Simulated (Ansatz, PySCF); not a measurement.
silicon monosulfide anion (SSi), SMILES [Si]=S (connectivity only; charge and spin as stated), charge -1, multiplicity 2. Atoms are numbered in the order given.

```xyz
2

Si     0.0000     0.0000    -1.0847
S      0.0000     0.0000     0.9451
```
Charge -1, spin multiplicity 2.

Coordinates come from a PBE0-D3(BJ)/def2-TZVPD optimisation. The multiplicity is an assumed one; other spin states were not compared.

Two levels are set side by side: PBE-D3(BJ)/def2-TZVPD (Ansatz, a first-principles code) and PBE0-D3(BJ)/def2-TZVPD (Ansatz). Each level has its own optimised geometry; the coordinates shown are those of the second. Frequencies come from the Hessian of PySCF at each geometry. Differences are taken from unrounded values.

```json
[
 {"quantity": "bond Si1–S2 (Å)", "PBE0-D3(BJ)": "2.030"},
 {"quantity": "highest harmonic wavenumber (cm⁻¹)", "PBE0-D3(BJ)": "621"},
 {"quantity": "mean harmonic wavenumber (cm⁻¹)", "PBE0-D3(BJ)": "621"},
 {"quantity": "zero-point energy (kcal/mol)", "PBE0-D3(BJ)": "0.89"}
]
```

Problem. What does PBE-D3(BJ) give, and how far is it from PBE0-D3(BJ)? (Estimate from the structure and the level; the computed values follow.)

Solution. 
```csv
quantity,PBE-D3(BJ),PBE-D3(BJ) minus PBE0-D3(BJ)
bond Si1–S2 (Å),2.051,0.021
highest harmonic wavenumber (cm⁻¹),588,-33
mean harmonic wavenumber (cm⁻¹),588,-33
zero-point energy (kcal/mol),0.84,-0.05
```
